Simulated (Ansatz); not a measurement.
Calculated with Ansatz (gas phase, PBE0-D4/def2-TZVP geometries, no zero-point term in ΔE). CBS: MP2 limit from def2 TZ/QZ plus the TZ coupled-cluster correction, frozen cores. DFT in def2-TZVPP. One conformer a species, not always the lowest.

Reaction (isomerisation): `NB(F)[SiH2]Cl` → `N[SiH](Cl)BF`

```
             level  ΔE (kcal/mol)  difference from CCSD(T)/CBS
            PBE-D4           21.8                          1.8
         r2SCAN-D4           21.4                          1.4
           PBE0-D4           21.6                          1.6
           ωB97X-V           20.4                          0.4
            B2PLYP           20.5                          0.5
               PBE           21.9                          1.9
            r2SCAN           21.4                          1.4
              PBE0           21.7                          1.7
     HF/def2-TZVPP           19.0                         -1.0
    MP2/def2-TZVPP           20.1                          0.1
   CCSD/def2-TZVPP           20.2                          0.2
CCSD(T)/def2-TZVPP           20.5                          0.5
    MP2/def2-QZVPP           19.7                         -0.3
SCS-MP2/def2-QZVPP           19.3                         -0.7
      HF/CBS(def2)           18.7                         -1.3
    CCSD/CBS(def2)           19.7                         -0.3
       CCSD(T)/CBS           20.0                            0
```

Largest T1 diagnostic among the species: 0.012.

In def2-TZVPP, CCSD(T) changes the Hartree–Fock value by +1.5 kcal/mol (the triples alone add +0.2 kcal/mol) and MP2 by +1.1 kcal/mol.
